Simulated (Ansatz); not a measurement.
CHBrF2 (SMILES FC(F)Br) moved off its minimum; all values from Ansatz (a program for electronic structure), cores frozen in correlated methods.
(charge 0, multiplicity 1)
```xyz
5

F     -1.4723     1.1385    -0.2757
C     -1.0221     0.0253     0.2871
F     -1.5840    -1.0765    -0.3650
Br     0.9515    -0.0483     0.0970
H     -1.1786    -0.0315     1.2937
```

Give the forces (eV/Å), the total energy and the dipole at CCSD(T)/aug-cc-pVTZ.


```csv
atom,Fx,Fy,Fz
F1,-0.256,-0.067,0.066
C2,1.089,-1.410,-3.473
F3,0.661,1.581,0.896
Br4,-0.594,-0.036,-0.072
H5,-0.900,-0.068,2.583
```
Energy -2810.7645 hartree, dipole 1.50 D.
